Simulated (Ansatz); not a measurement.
Te5W3, relaxed as a singlet with RKS PBE-D4/def2-SVP in Ansatz, starting from the GFN1-xTB geometry. Force threshold 0.03 eV/Å.

In the def2 sets Te, W take a core potential; there is no spin–orbit coupling. Another isomer (singlet) lies 0.89 eV lower at PBE0-D4/def2-TZVP; other spin states weren't run for this one.

Start:

```csv
atom,x (Å),y (Å),z (Å)
W1,-0.896,-0.676,1.291
W2,-0.316,1.049,-0.554
W3,0.609,-1.317,-0.945
Te4,1.936,0.594,-2.332
Te5,1.309,-2.157,1.452
Te6,-2.085,0.590,3.126
Te7,1.538,2.908,-0.907
Te8,-2.096,-0.991,-1.131
```

```
step  energy (eV)  largest force component (eV/Å)  SCF passes
   1  -41954.0709                           3.848          50
   2  -41954.7103                           2.596          37
   3  -41954.9509                           0.425          39
   4  -41954.9955                           0.184          34
   5  -41955.0146                           0.210          34
   6  -41955.0386                           0.263          34
   7  -41955.0708                           0.333          34
   8  -41955.0873                           0.201          35
   9  -41955.0901                           0.077          34
  10  -41955.0909                           0.141          30
  11  -41955.0924                           0.052          28
  12  -41955.0925                           0.031          30
  13  -41955.0926                           0.008          29
```

Force components are those of the run's own axes.

End:

Cartesian coordinates in Å:
```
W -0.772 -0.866 1.338
W -0.412 0.849 -0.237
W 0.560 -1.225 -0.963
Te 1.782 0.750 -2.301
Te 1.481 -2.389 1.248
Te -1.892 1.239 2.327
Te 1.440 2.847 -0.430
Te -2.188 -1.206 -0.983
```

Bonds formed: W2–Te6 (atoms count from 1).

No frequencies were taken in this run, so the end may be a saddle point.

It took 1.9 min on 4 threads of Arm Neoverse V1 on a shared host.
